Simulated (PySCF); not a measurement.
# Ionisation energy of Xe⁴⁴⁺ by level of theory

Xe⁴⁴⁺ [Ne] → Xe⁴⁵⁺ [He] 2s2 2p5 [2p1/2^2 2p3/2^3, M_J = 3/2], as a difference of total energies. Calculation: PySCF 2.14, in an even-tempered Gaussian basis (17 s from 23 bohr⁻², ratio 2.4; 13 p from 30 bohr⁻², ratio 2.4; 5 d from 110 bohr⁻², ratio 2.6; 4 f from 170 bohr⁻², ratio 2.6); the two-component X2C-1e Hamiltonian. Correlated levels: nothing frozen; the 32 highest virtual spinors dropped. "Screened" scales the spin-orbit matrix elements by Boettger's factors to mimic the two-electron term; Breit and QED terms are absent.

| method | ionisation energy (eV) |
| --- | --- |
| GHF (spin-free) | 7771.0 |
| GMP2 (spin-free) | 7772.5 |
| GHF (screened spin-orbit) | 7666.1 |
| GMP2 (screened spin-orbit) | 7667.6 |

For this ion Breit and QED terms and the two-electron picture change, all absent here, outweigh the correlation shift from GHF to GMP2.

The spin-free rows lack the spin-orbit shift.

For comparison: 7660 ± 4 eV (theoretical estimate listed by NIST; NIST Atomic Spectra Database, ionization energies).
